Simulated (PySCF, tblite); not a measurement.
Isomers of C6H8FN. Method: GFN2-xTB as coded in tblite; computed harmonic values from a numerical Hessian at the method's own geometry, unscaled. Errors from tens to a few hundred cm⁻¹ against measured bands are possible. One conformer each.

Electronic energies: PBE0/pcSseg-1 single points on the GFN2-xTB geometries (PySCF, gas phase).

```json
{"SMILES": "C/C(=C\\C#N)CCF", "electronic energy, lowest = 0 (kJ/mol)": "14.5"}
{"SMILES": "[H]/N=C/[C@@H]1[C@@H](F)C12CC2", "electronic energy, lowest = 0 (kJ/mol)": "165.2"}
{"SMILES": "[H]/N=C1/C(F)=CC[C@@H]1C", "electronic energy, lowest = 0 (kJ/mol)": "0.0"}
{"SMILES": "C=C1C(F)=C1N(C)C", "electronic energy, lowest = 0 (kJ/mol)": "273.0"}
{"SMILES": "C=C=C/C(=C\\F)CN", "electronic energy, lowest = 0 (kJ/mol)": "166.4"}
{"SMILES": "C[C@@H]1C[C@@H](C#N)[C@H]1F", "electronic energy, lowest = 0 (kJ/mol)": "25.7"}
```

Question: How do GFN2-xTB zero-point energies change the relative energies?

Answer: 
| SMILES | ZPE (kJ/mol) | of it from modes above 1550 cm⁻¹ | electronic (kJ/mol) | with ZPE, lowest = 0 (kJ/mol) | lowest mode (cm⁻¹) | rings |
| --- | --- | --- | --- | --- | --- | --- |
| [H]/N=C1/C(F)=CC[C@@H]1C | 335.2 | 166.7 | 0.0 | 0.0 | 41 | 1 |
| C/C(=C\C#N)CCF | 329.1 | 167.9 | 14.5 | 8.5 | 40 | 0 |
| C[C@@H]1C[C@@H](C#N)[C@H]1F | 335.2 | 158.2 | 25.7 | 25.8 | 51 | 1 |
| [H]/N=C/[C@@H]1[C@@H](F)C12CC2 | 331.2 | 167.2 | 165.2 | 161.2 | 81 | 2 |
| C=C=C/C(=C\F)CN | 324.6 | 181.2 | 166.4 | 155.8 | 59 | 0 |
| C=C1C(F)=C1N(C)C | 324.0 | 167.3 | 273.0 | 261.8 | 57 | 1 |

The zero-point energies span 11.2 kJ/mol, from `C=C1C(F)=C1N(C)C` to `C[C@@H]1C[C@@H](C#N)[C@H]1F`. The lowest isomer stays, but the order above it changes.

Question: And how do the electronic energies of GFN2-xTB itself compare?

Answer: `[H]/N=C1/C(F)=CC[C@@H]1C` 0.0; `C/C(=C\C#N)CCF` 53.0; `C[C@@H]1C[C@@H](C#N)[C@H]1F` 25.2; `[H]/N=C/[C@@H]1[C@@H](F)C12CC2` 135.3; `C=C=C/C(=C\F)CN` 188.3; `C=C1C(F)=C1N(C)C` 206.9 kJ/mol, lowest = 0. Against the energies above, taken from the same isomer `[H]/N=C1/C(F)=CC[C@@H]1C`, the largest difference is 66.1 kJ/mol.

Question: What do entropy and thermal enthalpy add at 298.15 K and 1 bar (rigid rotor, harmonic oscillator, one conformer each)?

Answer: 
```json
{"SMILES": "[H]/N=C1/C(F)=CC[C@@H]1C", "point group": "C1", "symmetry number": "1", "S (J/(mol K))": "362.0", "H − H(0) (kJ/mol)": "22.69", "ZPE + H − H(0) − TS (kJ/mol)": "249.9"}
{"SMILES": "C/C(=C\\C#N)CCF", "point group": "C1", "symmetry number": "1", "S (J/(mol K))": "397.5", "H − H(0) (kJ/mol)": "26.45", "ZPE + H − H(0) − TS (kJ/mol)": "237.1"}
{"SMILES": "C[C@@H]1C[C@@H](C#N)[C@H]1F", "point group": "C1", "symmetry number": "1", "S (J/(mol K))": "368.7", "H − H(0) (kJ/mol)": "23.46", "ZPE + H − H(0) − TS (kJ/mol)": "248.8"}
{"SMILES": "[H]/N=C/[C@@H]1[C@@H](F)C12CC2", "point group": "C1", "symmetry number": "1", "S (J/(mol K))": "364.4", "H − H(0) (kJ/mol)": "23.12", "ZPE + H − H(0) − TS (kJ/mol)": "245.7"}
{"SMILES": "C=C=C/C(=C\\F)CN", "point group": "Cs", "symmetry number": "1", "S (J/(mol K))": "393.4", "H − H(0) (kJ/mol)": "26.71", "ZPE + H − H(0) − TS (kJ/mol)": "234.0"}
{"SMILES": "C=C1C(F)=C1N(C)C", "point group": "C1", "symmetry number": "1", "S (J/(mol K))": "403.5", "H − H(0) (kJ/mol)": "28.12", "ZPE + H − H(0) − TS (kJ/mol)": "231.8"}
```
